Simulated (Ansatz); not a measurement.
Gas-phase electronic energies from Ansatz, PBE0-D4/def2-TZVP geometries. CBS: MP2 limit from def2 TZ/QZ plus the TZ coupled-cluster correction, frozen cores. This one scheme is used for every species. DFT in def2-TZVPP. B3LYP here is the variant with VWN-RPA as its local correlation; programs differ in this. One conformer a species, not always the lowest.

Consider the hydrogenolysis of a C–Si bond: `O[SiH2]SC[SiH3]` + H₂ → `CS[SiH2]O` + SiH₄.

| level | ΔE (kJ/mol) | difference from CCSD(T)/CBS |
| --- | --- | --- |
| PBE-D4 | -30.2 | 1.0 |
| r2SCAN-D4 | -32.7 | -1.5 |
| B3LYP-D4 | -35.4 | -4.2 |
| ωB97X-V | -37.1 | -5.9 |
| ωB97M-V | -33.5 | -2.3 |
| PBE | -39.5 | -8.3 |
| r2SCAN | -35.1 | -3.9 |
| PBE0 | -41.7 | -10.5 |
| HF/def2-TZVPP | -64.6 | -33.4 |
| MP2/def2-TZVPP | -28.8 | 2.4 |
| CCSD/def2-TZVPP | -41.1 | -9.9 |
| HF/def2-QZVPP | -64.3 | -33.1 |
| MP2/def2-QZVPP | -26.2 | 5.0 |
| HF/CBS(def2) | -64.3 | -33.1 |
| MP2/CBS(def2) | -24.5 | 6.7 |
| CCSD/CBS(def2) | -36.8 | -5.6 |
| CCSD(T)/CBS | -31.2 | 0 |

Largest T1 diagnostic among the species: 0.012.

In def2-TZVPP, CCSD(T) changes the Hartree–Fock value by +29.1 kJ/mol (the triples alone add +5.6 kJ/mol) and MP2 by +35.9 kJ/mol. The D4 term adds +15.1 kJ/mol with B3LYP and +8.2 kJ/mol with PBE0; it sums over pairs of atoms, weighted by their polarisabilities, and B3LYP, whose exchange is more repulsive, gets the larger term.
